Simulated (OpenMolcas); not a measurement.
An OpenMolcas run meant for neutral mercury (ANO-R2, X2C; inactive shells 1s 2s 2p 3s 3p 3d 4s 4p 4d 4f 5s 5p 5d; intended active space 2 electrons in 4 orbitals (6s 6p)). One step of its input:

```
&CASPT2
Multistate=1 1
Frozen=15 19
IPAE=0.25
Imaginary=0.1
MaxIter=60
WThr=0.0 0.3 0.05
PrWF=0.5
NoMix
```

Lines from the output:

```
|        MOLCAS_PRINT = 2
  |       MOLCAS_SOURCE = <dir>
  |    MOLCAS_STRUCTURE = 0
  |
   ------------------------------------------------------------------------------------------
++ ---------   Input file   ---------
>>> COPY JOB002 $Project.JobIph
&CASPT2
Multistate=1 1
Frozen=15 19
IPAE=0.25
Imaginary=0.1
MaxIter=60
WThr=0.0 0.3 0.05
PrWF=0.5
NoMix
-- ----------------------------------
>>> COPY JOB002 a.JobIph
*** symbolic link created: INPORB -> a.RasOrb
--- Start Module: caspt2 at  ---
()()()()()()()()()()()()()()()()()()()()()()()()()()()()()()()()()()()()()()()()()()()()()()()()()()
                                              &CASPT2
                                   only a single process is used
                       available to each process: 2.3 GB of memory, 1 thread
()()()()()()()()()()()()()()()()()()()()()()()()()()()()()()()()()()()()()()()()()()()()()()()()()()
 ###    ERROR: Unrecognized keyword: IPAE                                    ###
--- Stop Module: caspt2 at  /rc=_RC_INPUT_ERROR_ ---
.####################.
.# User input error #.
.####################.
```

Task: What is wrong with the input?

Result: A keyword is misspelt. OpenMolcas reads the first four letters of a keyword, so the setting is refused or falls back to its default.
